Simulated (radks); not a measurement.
The numbers below are computed, except where a source is named.
Problem. Species: Xe2+. Configuration: [Kr] 4d10 5s1 5p4 6s1 (not the ground configuration). Level of theory: Dirac Kohn-Sham, revPBE, spin-unpolarised, spherical densities, finite nucleus; open shells are shared between the two j in proportion to 2j + 1; Fermi nuclear charge, rms radius 4.7859 fm (a radial shooting solver on a logarithmic mesh with Libxc functionals). Some entries of the table are withheld. Estimate them.

| orbital | occ. | eigenvalue (eV) | <1/r> (bohr^-1) | <r> (bohr) |
|---|---|---|---|---|
| 1s1/2 | 2 | -34373.82 | 58.11 | 0.02666 |
| 2s1/2 | 2 | -5371.510 | 13.59 | 0.1142 |
| 2p1/2 | 2 | -5048.021 | 13.57 | 0.09621 |
| 2p3/2 | 4 | -4723.410 | 12.47 | 0.1020 |
| 3s1/2 | 2 | -1121.012 | 4.860 | 0.3060 |
| 3p1/2 | 2 | -986.5935 | 4.770 | 0.2961 |
| 3p3/2 | 4 | -924.9238 | 4.499 | 0.3078 |
| 3d3/2 | 4 | -688.5586 | 4.356 | 0.2787 |
| 3d5/2 | 6 | -675.5255 | 4.286 | 0.2824 |
| 4s1/2 | 2 | -224.9649 | 1.968 | 0.7163 |
| 4p1/2 | 2 | -177.3543 | 1.859 | 0.7451 |
| 4p3/2 | 4 | -165.0490 | 1.772 | 0.7726 |
| 4d3/2 | 4 | (1) | 1.533 | 0.8655 |
| 4d5/2 | 6 | (2) | 1.511 | 0.8759 |
| 5s1/2 | 1 | -43.8101 | 0.7515 | 1.750 |
| 5p1/2 | 1.33333 | -31.7540 | 0.6595 | (3) |
| 5p3/2 | 2.66667 | -30.0723 | 0.6328 | (4) |
| 6s1/2 | 1 | -13.2910 | 0.3190 | 4.030 |

Solution. 
(1) 4d3/2 eigenvalue (eV): -87.9631
(2) 4d5/2 eigenvalue (eV): -85.9621
(3) 5p1/2 <r> (bohr): 1.974
(4) 5p3/2 <r> (bohr): 2.046
